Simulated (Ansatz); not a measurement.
Compare A (`CSCS[SiH3]`) with its isomer B (`C[SiH2]SSC`).

Computed with Ansatz on PBE0-D4/def2-TZVP structures; ΔE is electronic, products minus reactants. CBS: MP2 limit from def2 TZ/QZ plus the TZ coupled-cluster correction, frozen cores. DFT in def2-TZVPP. B3LYP here is the variant with VWN-RPA as its local correlation; programs differ in this. Each species was taken in one conformer, which may not be the lowest.

Q: Which isomer does CCSD(T)/CBS put lower? Give the gap. (An estimate is asked.)

A: The calculation gave: B, by 17.2 kcal/mol.

Q: Give E(B) − E(A) in kcal/mol with MP2/def2-TZVPP, CCSD(T)/def2-TZVPP, B3LYP, CCSD(T)/def2-SVP, HF/def2-TZVPP, B3LYP-D4, PBE0-D4. (Estimate.)

A: Computed: MP2/def2-TZVPP -16.4, CCSD(T)/def2-TZVPP -16.4, B3LYP -18.9, CCSD(T)/def2-SVP -12.3, HF/def2-TZVPP -17.8, B3LYP-D4 -18.0, PBE0-D4 -17.8. None reverses the order clearly.

Q: Does the order hold for the free energy at 298.15 K (harmonic terms from PBE0-D4)? (An estimate is asked.)

A: The calculation gave: Yes: G(B) − G(A) = -16.8 kcal/mol, for one conformer each. Modes under 60 cm⁻¹, often nearly free rotors, make the harmonic entropy too high.

Largest T1 diagnostic: 0.011.

In def2-TZVPP, CCSD(T) changes the Hartree–Fock value by +1.4 kcal/mol (the triples alone add +0.3 kcal/mol) and MP2 by +1.4 kcal/mol. Leaving LDA and LC-ωPBE aside and taking each functional with its dispersion term where it has one, the values, not all of them listed here, spread over 2.2 kcal/mol, from B97M-V to ωB97X-V. LDA lies +1.7 kcal/mol from PBE without D4.
